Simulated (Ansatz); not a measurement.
```yaml
atoms:
  - { symbol: C, position_ang: [0.0000, 0.7050, 0.0000] }
  - { symbol: C, position_ang: [-1.1024, 1.5841, 0.0000] }
  - { symbol: C, position_ang: [-2.4770, 1.2704, 0.0000] }
  - { symbol: C, position_ang: [-3.0888, 0.0000, 0.0000] }
  - { symbol: C, position_ang: [-2.4770, -1.2704, 0.0000] }
  - { symbol: C, position_ang: [-1.1024, -1.5841, 0.0000] }
  - { symbol: C, position_ang: [0.0000, -0.7050, 0.0000] }
  - { symbol: C, position_ang: [1.1024, 1.5841, 0.0000] }
  - { symbol: C, position_ang: [2.4770, 1.2704, 0.0000] }
  - { symbol: C, position_ang: [3.0888, 0.0000, 0.0000] }
  - { symbol: C, position_ang: [2.4770, -1.2704, 0.0000] }
  - { symbol: C, position_ang: [1.1024, -1.5841, 0.0000] }
  - { symbol: H, position_ang: [-0.8609, 2.6419, 0.0000] }
  - { symbol: H, position_ang: [-3.1535, 2.1187, 0.0000] }
  - { symbol: H, position_ang: [-4.1738, 0.0000, 0.0000] }
  - { symbol: H, position_ang: [-3.1535, -2.1187, 0.0000] }
  - { symbol: H, position_ang: [-0.8609, -2.6419, 0.0000] }
  - { symbol: H, position_ang: [0.8609, 2.6419, 0.0000] }
  - { symbol: H, position_ang: [3.1535, 2.1187, 0.0000] }
  - { symbol: H, position_ang: [4.1738, 0.0000, 0.0000] }
  - { symbol: H, position_ang: [3.1535, -2.1187, 0.0000] }
  - { symbol: H, position_ang: [0.8609, -2.6419, 0.0000] }
```

Basis set: def2-SVP. Charge 0. Computed with Ansatz (development build ahead of 0.2.0); the lowest solution found for each multiplicity.

(1) How do the multiplicities compare at this shape? Give, from the lowest of each method, PBE0 (restricted) for 1, 3; PBE0 (unrestricted) for 1, 3; HF (unrestricted) for 1, 3; HF (restricted) for 1, 3.

Answers

(1)

```json
{"method": "PBE0, restricted", "multiplicity": "1", "E (eV)": "0.000", "<S²>": "0.00"}
{"method": "PBE0, restricted", "multiplicity": "3", "E (eV)": "0.043", "<S²>": "2.00"}
{"method": "PBE0, unrestricted", "multiplicity": "1", "E (eV)": "0.000", "<S²>": "1.16"}
{"method": "PBE0, unrestricted", "multiplicity": "3", "E (eV)": "0.279", "<S²>": "2.01"}
{"method": "HF, unrestricted", "multiplicity": "1", "E (eV)": "0.000", "<S²>": "2.10"}
{"method": "HF, unrestricted", "multiplicity": "3", "E (eV)": "1.392", "<S²>": "2.94"}
{"method": "HF, restricted", "multiplicity": "1", "E (eV)": "0.000", "<S²>": "0.00"}
{"method": "HF, restricted", "multiplicity": "3", "E (eV)": "0.040", "<S²>": "2.00"}
```

Caution for PBE0, unrestricted, HF, unrestricted: the unrestricted determinant is a mixture of spin states. Caution for HF, restricted: an unrestricted determinant lies well below.
